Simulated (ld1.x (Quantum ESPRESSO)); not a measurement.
# Building the TM potential for O (Z = 8) (PBEsol, scalar-relativistic).

```json
{"Element": "oxygen (O)", "Generator": "ld1.x (Quantum ESPRESSO) 7.5", "Type": "norm-conserving Troullier–Martins (Kleinman–Bylander form)", "Functional": "PBEsol", "Relativity": "scalar-relativistic", "Frozen core": "[He]", "Valence charge": "6", "Reference configuration": "2s2 2p3.75 (charge +0.25)", "Partial waves": "2p (bound): rc 1.20 bohr; 3d channel at 0.35 Ry: rc 1.15 bohr; 2s (bound): rc 0.60 bohr", "Local potential": "the s channel", "Core correction": "none"}
```

Calculated quality:

| Item | Value |
| --- | --- |
| Cutoffs needed | 200 Ry and over 300 Ry (the cutoffs (Ry, on a coarse ladder) from which the occupation-weighted sum of valence levels, in a spherical-Bessel basis at the reference potential, stays within 10 and 1 mRy of its value at 400 Ry) |
| Ghost test | no extra level below or beside the all-electron valence levels (p, d, s, f tested) (spherical-Bessel basis up to 400 Ry, 20 bohr box) |
| Largest excitation error | +308 meV (all-electron minus pseudo) for 2s2 2p1, out of 7 test configurations |

Generation and tests took about 0.64 s on one core of a shared server CPU.
